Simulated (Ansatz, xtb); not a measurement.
Relaxing a trial structure of F3GeS−

The starting geometry of this gas-phase singlet has its atoms placed at random.

```yaml
atoms:
  - { symbol: F, position_ang: [-0.7230, 1.2376, -0.0179] }
  - { symbol: F, position_ang: [0.2977, -0.8210, 1.4953] }
  - { symbol: F, position_ang: [0.3571, -0.7979, 0.3705] }
  - { symbol: Ge, position_ang: [0.5856, 0.6094, -1.2205] }
  - { symbol: S, position_ang: [-1.6252, -1.0113, 0.2314] }
```

Task: One run relaxed it with r2SCAN-D4/def2-SVPD. What is a likely outcome?

Result: It ends as a structure with F3 bridging Ge4 and S5, given below by its coordinates. Contacts that open: F2–F3 (1.13 → 2.68 Å). Contacts that close: F2–Ge4 (3.08 → 1.82 Å), F3–S5 (2.00 → 1.82 Å).

The energy falls by 15.36 eV over 22 steps:

```
step  E − E(last) (eV)
   1            15.364
   3             7.236
   6             3.204
   8             2.681
  10             2.277
  13             0.900
  15             0.061
  17             0.020
  20             0.001
  22             0.000
```

Final geometry (Å):

```xyz
5

F    -0.3296    1.6423    0.2269
F     1.3836   -0.0183    1.3978
F    -0.9135   -1.0609    0.4861
Ge    0.5895    0.1598   -0.2311
S    -1.8377   -1.5063   -1.0210
```

From the same start GFN2-xTB ends elsewhere, at `[F][Ge]([F])([F])[S-]`.

From so rough a start the end depends on the optimiser's path, so another program may land elsewhere. No frequencies were run, so the end isn't proven a minimum. Run with Ansatz 0.2.0, 68 s on 2 threads of Intel(R) Xeon(R) Platinum 8259CL CPU @ 2.50GHz (Skylake/Cascade Lake) (shared host).
